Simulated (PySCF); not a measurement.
## Shapes and spin states of WF₄

Method: PySCF, PBE, basis W def2-SVP with ECP60, F def2-SVP (scalar-relativistic core potentials, no spin–orbit coupling, density fitting).

Relaxations began from a few typed shapes and spin states; open shells are unrestricted. The search is not exhaustive: other isomers or separated fragments can lie lower, and high-lying points may rest on an excited occupation.

Task: Order these stationary points by electronic energy, lowest first, in kJ/mol from the lowest minimum.
A. triplet D2h: W–F 1.882 Å (×4); F–W–F 86.0° (×2), F–W–F 94.0° (×2), F–W–F 180.0° (×2)
B. singlet D2d: W–F 1.847 Å (×4); F–W–F 91.9° (×4), F–W–F 158.8° (×2)
C. triplet D2: W–F 1.880 Å (×4); F–W–F 86.3° (×2), F–W–F 97.7° (×2), F–W–F 158.5° (×2)
D. triplet Td: W–F 1.894 Å (×4); F–W–F 109.5° (×6)
E. singlet D4h: W–F 1.849 Å (×4); F–W–F 90.0° (×4), F–W–F 180.0° (×2)
F. triplet C2v: W–F 1.847 Å (×2), W–F 1.911 Å (×2); F–W–F 91.5° (×4), F–W–F 148.1°, F–W–F 168.9°

Result: B (0.0), E (5.2), C (49.8), F (51.9), A (53.7), D (68.4).

Task: Which of them are minima?

Result: By energy in kJ/mol, 0.0: minimum; 5.2: saddle point, 1 imaginary mode; 49.8: minimum; 51.9: saddle point, 1 imaginary mode; 53.7: saddle point, 1 imaginary mode; 68.4: not settled, its softest mode being under 30 cm⁻¹.

Formally W is in oxidation state +4, d2, with 0 unpaired electrons (the high-spin count would be 2). The polar-tensor charge on W, 2.06, is far below the formal one.

For the lowest minimum: spin–orbit coupling, left out here, can matter for elements this heavy.
